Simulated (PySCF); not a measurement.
**Spinor energies of Pt²⁺ (platinum, charge +2)**

Start: [Xe] 4f14 5d8; 5d3/2 filled at m_j = -1/2, +1/2, +3/2; 5d5/2 filled at m_j = -3/2, -1/2, +1/2, +3/2, +5/2. Calculated with PySCF 2.14 in x2c-TZVPall-2c (11s11p10d2f, 108 functions): generalised Hartree-Fock with the X2C-1e Hamiltonian and a Gaussian nucleus; spin-orbit coupling (SO) screened by Boettger's factors. This is a chosen level, not necessarily the ground level.

| spinor shell | electrons | ε, screened SO (eV) | weight of nominal j (screened SO) | rms radius, screened SO (bohr) |
| --- | --- | --- | --- | --- |
| 1s1/2 | 2 | -78823.8 | 1.000 | 0.0194 |
| 2s1/2 | 2 | -14010.8 | 1.000 | 0.0782 |
| 2p1/2 | 2 | -13406.4 | 1.000 | 0.0663 |
| 2p3/2 | 4 | -11671.7 | 1.000 | 0.0741 |
| 3s1/2 | 2 | -3373.5 | 1.000 | 0.200 |
| 3p1/2 | 2 | -3103.1 | 1.000 | 0.191 |
| 3p3/2 | 4 | -2715.9 | 1.000 | 0.207 |
| 3d3/2 | 4 | -2270.7 | 1.000 | 0.182 |
| 3d5/2 | 6 | -2187.6 | 1.000 | 0.186 |
| 4s1/2 | 2 | -776.90 | 1.000 | 0.441 |
| 4p1/2 | 2 | -661.09 | 1.000 | 0.447 |
| 4p3/2 | 4 | -567.59 | 1.000 | 0.480 |
| 4d3/2 | 4 | -377.60 | 1.000 | 0.496 |
| 4d5/2 | 6 | -359.44 | 1.000 | 0.508 |
| 5s1/2 | 2 | -140.70 | 1.000 | 1.03 |
| 4f5/2 | 6 | -114.02 | 0.998 | 0.564 |
| 4f7/2 | 8 | -110.45 | 0.999 | 0.565 |
| 5p1/2 | 2 | -102.43 | 0.995 | 1.12 |
| 5p3/2 | 4 | -85.248 | 0.998 | 1.21 |
| 5d5/2 | 5 | -31.634 | 0.742 | 1.68 |
| 5d3/2 | 3 | -32.811 | 0.878 | 1.64 |

```
   quantity   screened SO
E (hartree)  -18425.75346
        M_J             4
       ⟨J²⟩        20.015
       ⟨L²⟩        12.454
       ⟨S²⟩         2.094
```

Each row is a mean over spinors that exchange with the open shell spreads, by up to 6.683 eV (5p3/2).

Rows whose weight is well below 1 are mixtures of j = l ± 1/2: exchange outweighs spin-orbit coupling there, and the label is only the starting occupation.

Breit and QED terms are absent; they matter most for the inner s and p1/2 levels.

Densities and radii are taken from the X2C orbitals without a picture-change correction, which distorts them close to the nucleus.
